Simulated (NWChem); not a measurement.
System: HTeI; SMILES [TeH]I

Here is an NWChem input.

```
start job
memory heap 200 mb stack 900 mb global 1100 mb
geometry units angstroms noautoz
  Te    -0.023849     1.341573     0.000000
  H      1.658300     1.432961     0.000000
  I     -0.042620    -1.398116     0.000000
end
basis spherical
  * library def2-tzvp
end
ecp
  Te library def2-ecp
  I library def2-ecp
end
dft
  xc rpbe cpbe96
  iterations 150
  mulliken
end
task dft energy
```

Geometry: optimised at PBE-D3(BJ)/def2-SVP. def2 effective core potentials on Te, I; no spin-orbit coupling.

Question: What results follow from this input? (RPBE/def2-TZVP with def2 effective core potentials on Te, I.) Quantities: energy (Ha); highest occupied level (eV); orbital gap (eV); dipole (D).

Answer: 
```yaml
energy (Ha): -566.47
highest occupied level (eV): -5.39
orbital gap (eV): 1.69
dipole (D): 1.07
```
